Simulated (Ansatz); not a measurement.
Ansatz results at the PBE0-D4/def2-TZVP geometry: HOMO–LUMO gap (PBE/def2-TZVPP) 5.52 eV; size of the dipole moment (B3LYP/def2-TZVPP) 1.10 D; LUMO energy (ωB97M-V/def2-TZVPP) 1.80 eV.

Each molecule was computed in one conformer, which needn't be the lowest.

(1) Which molecule gave them?
A. `CC[SiH](O)[SiH3]`
B. `CN[Si](F)(F)F`
C. `CO[SiH2]C[SiH3]`
D. `C[Si](C)(O)[SiH3]`

Results:

(1) D. The others give `CO[SiH2]C[SiH3]`: 6.07, 0.93, 2.02; `CC[SiH](O)[SiH3]`: 5.50, 1.82, 1.56; `CN[Si](F)(F)F`: 6.07, 2.96, 2.13.

B3LYP here is the variant with VWN-RPA as its local correlation; programs differ in this.
